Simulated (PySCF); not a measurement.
Vertical excitations of a molecule CH9NO2Si2 from TDA-ωB97X/def2-SVPD in PySCF, as energy in eV (oscillator strength): 6.67 (0.017), 7.70 (0.044), 7.84 (0.053), 7.98 (0.009), 8.10 (0.021), 8.25 (0.010). Lowest triplet (TDA): 6.46 eV. Geometry: B3LYP-D3(BJ)/def2-SVP. The values are those of a single conformer.

Q: Which structure fits?
A) NC[SiH2][SiH](O)O
B) CN[Si@H](O)O[SiH3]
C) NC[Si](O)(O)[SiH3]
D) CN[SiH2]O[SiH2]O

A: D, CN[SiH2]O[SiH2]O
